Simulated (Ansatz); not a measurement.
Mulliken charges of C₃H₅Ga, SMILES `C=[C]1[CH2][GaH]1` from PBE/def2-TZVPP in Ansatz (PBE0-D4/def2-TZVP geometry).

```json
{"atom": "C1", "x (Å)": "-0.182", "y (Å)": "1.168", "z (Å)": "-1.119", "charge (e)": "-0.221"}
{"atom": "C2", "x (Å)": "0.079", "y (Å)": "0.430", "z (Å)": "-0.049", "charge (e)": "-0.075"}
{"atom": "C3", "x (Å)": "0.608", "y (Å)": "-0.973", "z (Å)": "0.110", "charge (e)": "-0.218"}
{"atom": "Ga4", "x (Å)": "-0.611", "y (Å)": "-0.350", "z (Å)": "1.543", "charge (e)": "0.111"}
{"atom": "H5", "x (Å)": "0.165", "y (Å)": "0.875", "z (Å)": "-2.111", "charge (e)": "0.078"}
{"atom": "H6", "x (Å)": "-0.737", "y (Å)": "2.098", "z (Å)": "-1.052", "charge (e)": "0.102"}
{"atom": "H7", "x (Å)": "1.615", "y (Å)": "-1.019", "z (Å)": "0.536", "charge (e)": "0.086"}
{"atom": "H8", "x (Å)": "0.482", "y (Å)": "-1.695", "z (Å)": "-0.697", "charge (e)": "0.079"}
{"atom": "H9", "x (Å)": "-1.417", "y (Å)": "-0.533", "z (Å)": "2.840", "charge (e)": "0.057"}
```

By hand: the dipole of these point charges (1 e Å = 4.8032 D).

Σ q r = (-0.132, -0.087, 0.279) e Å, of length 0.321 e Å = 1.54 D.

How does the dipole of the full density compare? (Estimate.)

Ansatz gave: (-0.102, -0.091, 0.171) e Å, 1.05 D; the point charges give 1.47 times that, at 10° from its direction.

Point charges leave out the atoms' own dipoles, such as those of lone pairs, and Mulliken's split depends on the basis, so the two needn't agree.
